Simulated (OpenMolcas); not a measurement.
# Cu2+: effect of the basis set

* Program: OpenMolcas 26.06
* Method: CASSCF
* Active space: 9 electrons in 6 orbitals (3d 4s)
* State averaging: 2S+1 = 2 even, 29 roots; 2S+1 = 4 even, 10 roots kept (CI in the orbitals of an earlier block)
* Spin-orbit coupling: RASSI with atomic mean-field integrals over the reference wave functions, term energies averaged over their components

A. ANO-RCC-VDZP [5s4p2d1f], DKH2, point nucleus; cost about 40 core-seconds
B. ANO-RCC-VTZP [6s5p3d2f1g], DKH2, point nucleus; cost about 25 core-seconds
C. ANO-L-VTZP [6s5p3d2f1g], non-relativistic, point nucleus; cost about 40 core-seconds
D. ANO-R2 [6s4p4d2f1g], X2C, finite nucleus; cost roughly 24 core-seconds
E. ANO-RCC-VQZP [7s6p4d3f2g1h], DKH2, point nucleus; cost of the order of 29 core-seconds
F. ANO-R3 [7s5p5d3f2g1h], X2C, finite nucleus; cost of the order of 30 core-seconds

Energies in cm-1 above 3d9 2D 5/2, the measured ground level; measured values from Sugar and Musgrove, J. Phys. Chem. Ref. Data 19, 527 (1990).

```tsv
Level	A	B	C	D	E	F	Measured
3d9 2D 5/2	0.0	0.0	0.0	0.0	0.0	0.0	0.0
3d9 2D 3/2	2294	2186	2221	2204	2207	2205	2072
3d8 4s 4F 9/2	40154	35053	37643	32078	33701	30842	60805
3d8 4s 4F 7/2	41423	36260	38875	33320	34935	32082	62065
3d8 4s 4F 5/2	42516	37303	39932	34358	35980	33122	63149
3d8 4s 4F 3/2	43281	38037	40675	35088	36715	33853	63887
3d8 4s 2F 7/2	46658	41193	44110	39510	40590	38142	67017
3d8 4s 2F 5/2	48666	43113	46063	41455	42534	40088	
3d8 4s 2D 5/2 [66 %]	60566	55801	58543	53060	54556	51792	77968
3d8 4s 2D 3/2	61048	56221	58998	53602	55047	52321	78780
3d8 4s 4P 5/2 [67 %]	63465	58661	61392	55759	57326	54507	80552
3d8 4s 4P 3/2	63509	58752	61456	55744	57356	54503	80306
3d8 4s 4P 1/2	63822	59062	61764	56029	57654	54792	80424
3d8 4s 2P 3/2	68881	63820	66826	62074	63152	60704	
3d8 4s 2P 1/2	69599	64508	67528	62785	63857	61414	86134
3d8 4s 2G 9/2	71345	66702	69521	64059	65500	62776	89018
3d8 4s 2G 7/2	71349	66706	69526	64065	65505	62781	89047
```

Deviations, from unrounded energies. A percentage is the sum of absolute deviations over the sum of measured energies, with the sign that they share, or ± where signs differ.

```json
{"Against measurement": "mean absolute deviation (cm-1)", "Levels": "14", "A": "17000", "B": "22000", "C": "19000", "D": "24000", "E": "23000", "F": "25000"}
{"Against measurement": "fine structure of the ground term (%)", "Levels": "1", "A": "+10.7", "B": "+5.5", "C": "+7.2", "D": "+6.4", "E": "+6.5", "F": "+6.4"}
{"Against measurement": "other configurations (%)", "Levels": "13", "A": "-24.6", "B": "-31.1", "C": "-27.5", "D": "-34.7", "E": "-32.7", "F": "-36.4"}
```

A lies closest to measurement on these levels and F furthest from it. The largest miss of A in the table is 3d8 4s 4F 9/2, by -21000 cm-1. The ranking rests on the paired levels alone, and a cruder setting can come out closer through cancelling errors.

Among A to F the level of the table that moves most is 3d8 4s 4F 3/2, by 9400 cm-1 (lowest in F, highest in A).

Without dynamic correlation excited terms often stand tens of per cent too high (terms of higher spin than the ground term too low), and those without a measured partner can miss by more than the paired ones. Some levels mix across a computed gap that differs much from the measured one, so their mixing is not that of the real levels. Terms from blocks run as CI alone lack orbitals of their own. A single d shell beside an s shell can misplace configurations of different d count against each other. Measured partners are found by configuration, term and J. A level has none where our copy of the source lacks it or the pairing is in doubt (some pairs that miss far off the trend of their configuration count as doubtful), and it then counts in no deviation. Levels of configurations outside the active space are missing.

A share in square brackets marks a mixed level and gives the weight of the term that names it, the lowest over the columns.
